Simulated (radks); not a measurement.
Spin polarisation of the 3p4 shell in neutral sulfur. Start: [Ne] 3s2 3p(up 2, down 2); electrons of 3p are moved from spin down to spin up, other shells keep equal spins. Calculated with a radial shooting solver on a logarithmic mesh with Libxc functionals: scalar-relativistic Kohn-Sham, SCAN, spin-polarised, spherical densities, finite nucleus; meta-GGA in the generalised Kohn-Sham scheme; Fermi nuclear charge, rms radius of each element as measured or else 0.836 A^(1/3) + 0.57 fm.

moment (Bohr magnetons),E - E(0) (eV),e(3p up) (eV),e(3p down) (eV),3s down minus up (eV)
0,0.000,-7.226,-7.226,0.000
0.5,-0.053,-7.493,-6.932,0.636
1,-0.267,-7.733,-6.611,1.255
1.5,-0.609,-7.947,-6.259,1.878
2,-1.088,-8.136,-5.873,2.499

At moment 2 the spin-polarisation energy is -1.088 eV and the 3p exchange splitting 2.263 eV, that is 1.132 eV per Bohr magneton; E = -I m^2/4 would give I = 1.088 eV.
